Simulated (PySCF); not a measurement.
A GIAO shielding run with PySCF (density fitting, non-relativistic, gas phase) on `[SiH3][C@@](C)(Cl)CCF`, C4H10ClFSi:

```
$ OMP_NUM_THREADS=1 python probes_run.py task.json out

{"job": {"kind": "nmr", "xc": "PBE0", "basis": "pcSseg-1"}, "charge": 0, "multiplicity": 1}
C     -0.916391    -1.237972    -1.230770
C     -0.234990    -0.060660    -0.553853
Si    -1.455220     0.959267     0.535419
Cl     0.281114     1.076937    -1.867188
C      1.022787    -0.536253     0.161591
C      1.752922     0.559326     0.918621
F      1.042868     0.908868     2.046295
H     -0.222109    -1.774049    -1.878144
H     -1.289463    -1.926955    -0.474993
H     -1.756771    -0.901658    -1.833015
H     -2.668008     1.085583    -0.274430
H     -1.720241     0.188352     1.747075
H     -0.889781     2.273898     0.799393
H      1.718927    -0.974333    -0.558812
H      0.734692    -1.312783     0.874839
H      2.734520     0.219335     1.262922
H      1.858147     1.465126     0.315139
```

Hardware: 1 thread of an Arm Neoverse V1, shared host. The job also computes population analyses, field gradients.

Q: How large is the calculation?

A: 74 electrons, 183 basis functions and 995 auxiliary functions.

Q: How long does it take, and how much memory does it need?

A: 38 s of wall time, with 12 SCF cycles and 4 response iterations; peak memory 0.88 GiB. Times on a shared host scatter by some tens of per cent.
